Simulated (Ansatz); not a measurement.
Input file for Ansatz (an electronic-structure program): U-revPBE/def2-TZVPP on H6N3Si (SMILES N[Si](N)N).

Ansatz 0.2 input:
```yaml
crystal:
  periodic: [false, false, false]
  atoms:
    - {symbol: N, position_ang: [-1.08607485, 1.12321921, -0.40985810]}
    - {symbol: Si, position_ang: [-0.38371563, -0.40887954, -0.01105786]}
    - {symbol: N, position_ang: [0.89040651, -0.71195291, -1.14438554]}
    - {symbol: N, position_ang: [0.33451360, -0.26334000, 1.55821865]}
    - {symbol: H, position_ang: [-0.80537068, 1.56262690, -1.27438436]}
    - {symbol: H, position_ang: [-2.05018438, 1.32057574, -0.19175935]}
    - {symbol: H, position_ang: [0.71328118, -1.22454538, -1.99403080]}
    - {symbol: H, position_ang: [1.81187303, -0.90658506, -0.78065934]}
    - {symbol: H, position_ang: [0.42566465, -1.06694274, 2.15982707]}
    - {symbol: H, position_ang: [0.14970656, 0.57592379, 2.08808963]}
basis:
  gaussian:
    orbitals: def2-TZVPP
hamiltonian:
  xc: {name: revPBE}
magnetization: {spin_polarized: true, initial_magnetization: 1}
```

The log:

```
WARN ansatz: RAYON_NUM_THREADS=4 ignored (pool sized by the plan → 4); use --threads N
Functional definition: revPBE
integrals: 0.12 GiB planned
1107 factors; their error is unknown
mean field: 1.17 GiB planned
mean field evaluation 1: about -12421.3438 eV, gradient 8.2e1 eV
mean field evaluation 2: about -12334.6694 eV, gradient 1.4e2 eV
mean field evaluation 4: about -12445.7510 eV, gradient 6.3e0 eV
mean field evaluation 8: about -12445.9430 eV, gradient 1.0e-1 eV
mean field evaluation 16: about -12445.9203 eV, gradient 2.8e-4 eV
mean field -12445.92031289 eV, -457.3791353510 hartree, gradient 8.8e-6 eV, S^2 0.752269; 0 other end points of the search recorded, 0 dependent functions left out
reference -12445.92036014 eV, -457.3791370873 hartree; 21, 20 occupied and 198, 199 virtual orbitals, 1107 factors
Total energy: -12445.92036014 eV, -457.3791370873 hartree
```

The run converged.

Cost: very roughly 5 core-seconds.
